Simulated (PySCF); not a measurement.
C₆H₁₄Si₃.
Geometry (GFN2-xTB, Å), atoms numbered from 1 in this order:
```xyz
23
C6H14Si3 angstrom
C      4.791    1.469   -0.112
C      3.656    0.572   -0.061
C      2.715   -0.180   -0.023
Si     1.256   -1.309    0.065
C     -0.147   -0.788   -1.149
C     -1.144   -0.113   -0.169
C     -2.603   -0.390   -0.515
Si    -3.845    0.586    0.536
Si    -0.474   -0.761    1.525
H      4.498    2.415   -0.567
H      5.591    1.025   -0.704
H      5.161    1.660    0.895
H      1.783   -2.664   -0.177
H     -0.609   -1.671   -1.594
H      0.131   -0.135   -1.976
H     -0.985    0.971   -0.217
H     -2.797   -1.462   -0.415
H     -2.771   -0.149   -1.571
H     -3.675    0.253    1.953
H     -3.628    2.023    0.348
H     -5.210    0.250    0.119
H     -1.302   -1.846    2.073
H     -0.398    0.271    2.566
```

Probes without a nucleus sit at each ring's centroid and 1 Å off its mean plane on both sides; NICS is minus the shielding there, NICSzz its component along the normal. Level: GIAO PBE0/pcSseg-1 (PySCF, non-relativistic, gas phase) on the GFN2-xTB geometry, one conformer.

Ring bond lengths (Å), with Mayer bond orders in brackets: Si4–C5 1.927 (0.88), C5–C6 1.552 (0.99), C6–Si9 1.934 (0.87), Si9–Si4 2.329 (0.91).

Give the NICS values of each ring in ppm.

| ring | type | NICS(0) | NICS(1), two faces | NICS(1)zz, two faces | rms pucker (Å) | centre to ring atoms, mean (Å) |
| --- | --- | --- | --- | --- | --- | --- |
| Si4–C5–C6–Si9 | 4-membered ring with 2 Si; formal bonds all single | 0.7 | -1.2 / -0.8 | 6.0 / 6.1 | 0.10 | 1.36 |

What do they say, and how far can they be read as aromaticity?

- Si4–C5–C6–Si9: mean NICS(1)zz 6.0 ppm, deshielded. Si4, C5, C6, Si9 have four or more neighbours, and the NICS criterion for π rings isn't applied.

What is the mean of the two in-plane components of NICS at the second NICS(1) probe listed for ring Si4–C5–C6–Si9, 1 Å off the ring?

The isotropic value is a third of the trace: (3 × -0.8 − (6.1))/2 = -4.2 ppm.

How shielded are the nuclei of the rings and their hydrogens (means over atoms taken as equivalent)?

| atoms | environment | σ isotropic (ppm) |
| --- | --- | --- |
| Si4 | SiH silicon | 410.2 |
| C5 | sp3 carbon bound to silicon | 155.4 |
| C6 | sp3 carbon bound to silicon | 161.2 |
| Si9 | SiH2 silicon | 391.3 |
| H13 | Si–H hydrogen | 26.63 |
| H14 | methylene hydrogen | 30.43 |
| H15 | methylene hydrogen | 29.51 |
| H16 | methine hydrogen | 29.64 |
| H22 | Si–H hydrogen | 27.39 |
| H23 | Si–H hydrogen | 26.99 |
